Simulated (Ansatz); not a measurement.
Ansatz (a program for electronic structure) input (B3LYP-D3(BJ)/def2-TZVP):

Ansatz 0.2 input:
```yaml
crystal:
  periodic: [false, false, false]
  atoms:
    - {symbol: Ta, position_ang: [-0.00000000, -0.00000000, -0.16506732]}
    - {symbol: O, position_ang: [0.00000000, 0.00000000, 1.50623933]}
basis:
  gaussian:
    orbitals: def2-TZVP
hamiltonian:
  xc: b3lyp
  dispersion: d3bj
total_charge: 1
magnetization: {spin_polarized: true, initial_magnetization: 2}
phonons: {temperatures: {t_min: 298.15, t_max: 298.15, t_step: 100}}
```

Output:

```
Functional definition: B3LYP
integrals: 0.01 GiB planned
525 factors; their error is unknown
mean field: 0.20 GiB planned
mean field evaluation 1: about -3559.0777 eV, gradient 9.4e1 eV
mean field evaluation 2: about -3242.3213 eV, gradient 2.1e2 eV
mean field evaluation 4: about -3590.2035 eV, gradient 1.1e1 eV
mean field evaluation 8: about -3590.7091 eV, gradient 1.3e-1 eV
mean field evaluation 16: about -3590.7124 eV, gradient 2.8e-5 eV
mean field -3590.71242346 eV, -131.9562476897 hartree, gradient 2.7e-5 eV, S^2 2.008782; 1 other end points of the search recorded, 0 dependent functions left out
the calculation of the forces begins
reference -3590.71260575 eV, -131.9562543890 hartree; 11, 9 occupied and 60, 62 virtual orbitals, 525 factors
these checks for a lower state are left out or cut short: stability, starts, cluster_reference, orbital_swaps, neighbouring_geometries, increment
integrals: 0.01 GiB planned
525 factors; their error is unknown
mean field: 0.20 GiB planned
mean field -3590.71242346 eV, -131.9562476897 hartree, gradient 2.3e-6 eV, S^2 2.008782; 0 other end points of the search recorded, 0 dependent functions left out
the calculation of the forces begins
reference -3590.71260575 eV, -131.9562543890 hartree; 11, 9 occupied and 60, 62 virtual orbitals, 525 factors
these checks for a lower state are left out or cut short: stability, starts, cluster_reference, orbital_swaps, neighbouring_geometries, increment
integrals: 0.01 GiB planned
525 factors; their error is unknown
mean field: 0.20 GiB planned
mean field evaluation 32: about -3590.7124 eV, gradient 5.1e-2 eV
mean field -3590.71242346 eV, -131.9562476897 hartree, gradient 2.3e-6 eV, S^2 2.008782; 0 other end points of the search recorded, 0 dependent functions left out
the calculation of the forces begins
reference -3590.71260575 eV, -131.9562543890 hartree; 11, 9 occupied and 60, 62 virtual orbitals, 525 factors
these checks for a lower state are left out or cut short: stability, starts, cluster_reference, orbital_swaps, neighbouring_geometries, increment
integrals: 0.01 GiB planned
525 factors; their error is unknown
mean field: 0.20 GiB planned
mean field -3590.71242346 eV, -131.9562476897 hartree, gradient 2.3e-6 eV, S^2 2.008782; 0 other end points of the search recorded, 0 dependent functions left out
the calculation of the forces begins
reference -3590.71260575 eV, -131.9562543890 hartree; 11, 9 occupied and 60, 62 virtual orbitals, 525 factors
these checks for a lower state are left out or cut short: stability, starts, cluster_reference, orbital_swaps, neighbouring_geometries, increment
integrals: 0.01 GiB planned
525 factors; their error is unknown
mean field: 0.20 GiB planned
mean field -3590.71242346 eV, -131.9562476897 hartree, gradient 2.3e-6 eV, S^2 2.008782; 0 other end points of the search recorded, 0 dependent functions left out
the calculation of the forces begins
reference -3590.71260575 eV, -131.9562543890 hartree; 11, 9 occupied and 60, 62 virtual orbitals, 525 factors
these checks for a lower state are left out or cut short: stability, starts, cluster_reference, orbital_swaps, neighbouring_geometries, increment
integrals: 0.01 GiB planned
525 factors; their error is unknown
mean field: 0.20 GiB planned
mean field -3590.71222436 eV, -131.9562403730 hartree, gradient 2.4e-6 eV, S^2 2.008643; 0 other end points of the search recorded, 0 dependent functions left out
the calculation of the forces begins
reference -3590.71240665 eV, -131.9562470721 hartree; 11, 9 occupied and 60, 62 virtual orbitals, 525 factors
these checks for a lower state are left out or cut short: stability, starts, cluster_reference, orbital_swaps, neighbouring_geometries, increment
integrals: 0.01 GiB planned
525 factors; their error is unknown
mean field: 0.20 GiB planned
mean field evaluation 64: about -3590.7122 eV, gradient 5.1e-2 eV
mean field -3590.71222779 eV, -131.9562404990 hartree, gradient 2.3e-6 eV, S^2 2.008925; 0 other end points of the search recorded, 0 dependent functions left out
the calculation of the forces begins
reference -3590.71241009 eV, -131.9562471984 hartree; 11, 9 occupied and 60, 62 virtual orbitals, 525 factors
these checks for a lower state are left out or cut short: stability, starts, cluster_reference, orbital_swaps, neighbouring_geometries, increment
integrals: 0.01 GiB planned
525 factors; their error is unknown
mean field: 0.20 GiB planned
mean field -3590.71242346 eV, -131.9562476897 hartree, gradient 2.3e-6 eV, S^2 2.008782; 0 other end points of the search recorded, 0 dependent functions left out
the calculation of the forces begins
reference -3590.71260575 eV, -131.9562543890 hartree; 11, 9 occupied and 60, 62 virtual orbitals, 525 factors
these checks for a lower state are left out or cut short: stability, starts, cluster_reference, orbital_swaps, neighbouring_geometries, increment
integrals: 0.01 GiB planned
525 factors; their error is unknown
mean field: 0.20 GiB planned
mean field -3590.71242346 eV, -131.9562476897 hartree, gradient 2.3e-6 eV, S^2 2.008782; 0 other end points of the search recorded, 0 dependent functions left out
the calculation of the forces begins
reference -3590.71260575 eV, -131.9562543890 hartree; 11, 9 occupied and 60, 62 virtual orbitals, 525 factors
these checks for a lower state are left out or cut short: stability, starts, cluster_reference, orbital_swaps, neighbouring_geometries, increment
integrals: 0.01 GiB planned
525 factors; their error is unknown
mean field: 0.20 GiB planned
mean field -3590.71242346 eV, -131.9562476897 hartree, gradient 2.3e-6 eV, S^2 2.008782; 0 other end points of the search recorded, 0 dependent functions left out
the calculation of the forces begins
reference -3590.71260575 eV, -131.9562543890 hartree; 11, 9 occupied and 60, 62 virtual orbitals, 525 factors
these checks for a lower state are left out or cut short: stability, starts, cluster_reference, orbital_swaps, neighbouring_geometries, increment
integrals: 0.01 GiB planned
525 factors; their error is unknown
mean field: 0.20 GiB planned
mean field evaluation 96: about -3590.7124 eV, gradient 5.1e-2 eV
mean field -3590.71242346 eV, -131.9562476897 hartree, gradient 2.3e-6 eV, S^2 2.008782; 0 other end points of the search recorded, 0 dependent functions left out
the calculation of the forces begins
reference -3590.71260575 eV, -131.9562543890 hartree; 11, 9 occupied and 60, 62 virtual orbitals, 525 factors
these checks for a lower state are left out or cut short: stability, starts, cluster_reference, orbital_swaps, neighbouring_geometries, increment
integrals: 0.01 GiB planned
525 factors; their error is unknown
mean field: 0.20 GiB planned
mean field -3590.71222779 eV, -131.9562404990 hartree, gradient 2.3e-6 eV, S^2 2.008925; 0 other end points of the search recorded, 0 dependent functions left out
the calculation of the forces begins
reference -3590.71241009 eV, -131.9562471984 hartree; 11, 9 occupied and 60, 62 virtual orbitals, 525 factors
these checks for a lower state are left out or cut short: stability, starts, cluster_reference, orbital_swaps, neighbouring_geometries, increment
integrals: 0.01 GiB planned
525 factors; their error is unknown
mean field: 0.20 GiB planned
mean field -3590.71222436 eV, -131.9562403730 hartree, gradient 2.4e-6 eV, S^2 2.008643; 0 other end points of the search recorded, 0 dependent functions left out
the calculation of the forces begins
reference -3590.71240665 eV, -131.9562470721 hartree; 11, 9 occupied and 60, 62 virtual orbitals, 525 factors
Total energy: -3590.75510788 eV, -131.9578163134 hartree
Atom 0 at    -0.000000    -0.000000    -0.165067 Å, force    -0.000000     0.000000    -0.000007 eV/Å
Atom 1 at     0.000000     0.000000     1.506239 Å, force     0.000000    -0.000000     0.000007 eV/Å
Dipole moment:    -0.000000     0.000000    -0.853649 e Å
Vibrations: 1081.15 cm⁻¹, zero-point energy 0.067023 eV
```

The spin state was set by rule; other spins were not relaxed.
